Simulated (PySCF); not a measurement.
C4H4, SMILES C=C1C=C1.

Geometry optimised at B3LYP-D3(BJ)/def2-SVP.

Calculation: PySCF 2.14.0 with B3LYP-D3(BJ)/def2-SVP.

Harmonic, unscaled wavenumbers; measured fundamentals usually lie a few per cent lower.

```json
[
 {"mode": "1", "ν (cm⁻¹)": "361", "IR (km/mol)": "4.0", "moving atoms (share of kinetic energy)": "C 59 %, H 41 %"},
 {"mode": "2", "ν (cm⁻¹)": "438", "IR (km/mol)": "23.3", "moving atoms (share of kinetic energy)": "C 66 %, H 34 %"},
 {"mode": "3", "ν (cm⁻¹)": "702", "IR (km/mol)": "28.1", "moving atoms (share of kinetic energy)": "H 64 %, C 36 %"},
 {"mode": "4", "ν (cm⁻¹)": "714", "IR (km/mol)": "0.0", "moving atoms (share of kinetic energy)": "H 92 %, C 8 %"},
 {"mode": "5", "ν (cm⁻¹)": "771", "IR (km/mol)": "64.6", "moving atoms (share of kinetic energy)": "H 74 %, C 26 %"},
 {"mode": "6", "ν (cm⁻¹)": "844", "IR (km/mol)": "0.1", "moving atoms (share of kinetic energy)": "H 57 %, C 43 %"},
 {"mode": "7", "ν (cm⁻¹)": "852", "IR (km/mol)": "5.9", "moving atoms (share of kinetic energy)": "C 50 %, H 50 %"},
 {"mode": "8", "ν (cm⁻¹)": "927", "IR (km/mol)": "0.0", "moving atoms (share of kinetic energy)": "H 69 %, C 31 %"},
 {"mode": "9", "ν (cm⁻¹)": "1020", "IR (km/mol)": "10.5", "moving atoms (share of kinetic energy)": "H 54 %, C 46 %"},
 {"mode": "10", "ν (cm⁻¹)": "1059", "IR (km/mol)": "6.0", "moving atoms (share of kinetic energy)": "H 61 %, C 39 %"},
 {"mode": "11", "ν (cm⁻¹)": "1118", "IR (km/mol)": "12.8", "moving atoms (share of kinetic energy)": "C 64 %, H 36 %"},
 {"mode": "12", "ν (cm⁻¹)": "1433", "IR (km/mol)": "2.0", "moving atoms (share of kinetic energy)": "H 85 %, C 15 %"},
 {"mode": "13", "ν (cm⁻¹)": "1620", "IR (km/mol)": "24.9", "moving atoms (share of kinetic energy)": "C 91 %, H 9 %"},
 {"mode": "14", "ν (cm⁻¹)": "1854", "IR (km/mol)": "188.8", "moving atoms (share of kinetic energy)": "C 95 %"},
 {"mode": "15", "ν (cm⁻¹)": "3144", "IR (km/mol)": "2.7", "moving atoms (share of kinetic energy)": "H 95 %"},
 {"mode": "16", "ν (cm⁻¹)": "3240", "IR (km/mol)": "5.3", "moving atoms (share of kinetic energy)": "H 90 %, C 10 %"},
 {"mode": "17", "ν (cm⁻¹)": "3243", "IR (km/mol)": "5.4", "moving atoms (share of kinetic energy)": "H 92 %, C 8 %"},
 {"mode": "18", "ν (cm⁻¹)": "3283", "IR (km/mol)": "3.3", "moving atoms (share of kinetic energy)": "H 87 %, C 13 %"}
]
```
